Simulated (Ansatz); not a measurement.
Computed with Ansatz on PBE0-D4/def2-TZVP structures; ΔE is electronic, products minus reactants. CBS: MP2 limit from def2 TZ/QZ plus the TZ coupled-cluster correction, frozen cores. This one scheme is used for every species. Functionals use def2-TZVPP. Each species was taken in one conformer, which may not be the lowest.

Consider the silylene formation by 1,1-elimination: `N[Si@@H]1[SiH2][C@H]1[SiH3]` → `N[SiH]1C[SiH2]1` + `[SiH2]`.

```tsv
level	ΔE (kJ/mol)	difference from CCSD(T)/CBS
r2SCAN-D4	282.0	16.5
PBE0-D4	274.5	9.0
ωB97X-V	271.6	6.1
ωB97M-V	258.2	-7.3
PBE	253.3	-12.2
HF/def2-TZVPP	239.1	-26.4
MP2/def2-TZVPP	281.0	15.5
SCS-MP2/def2-TZVPP	266.8	1.3
CCSD/def2-TZVPP	251.6	-13.9
CCSD(T)/def2-TZVPP	257.5	-8.0
HF/def2-QZVPP	240.2	-25.3
MP2/def2-QZVPP	286.0	20.5
SCS-MP2/def2-QZVPP	271.8	6.3
HF/CBS(def2)	240.3	-25.2
MP2/CBS(def2)	289.1	23.6
CCSD/CBS(def2)	259.6	-5.9
CCSD(T)/CBS	265.5	0
```

Largest T1 diagnostic among the species: 0.014.

From PBE to PBE0 (25 % exact exchange), in def2-TZVPP and without D4, ΔE moves by +11.2 kJ/mol. The D4 term adds +18.4 kJ/mol with B3LYP and +10.1 kJ/mol with PBE0; it sums over pairs of atoms, weighted by their polarisabilities, and B3LYP, whose exchange is more repulsive, gets the larger term.

B3LYP here is the variant with VWN-RPA as its local correlation; programs differ in this.
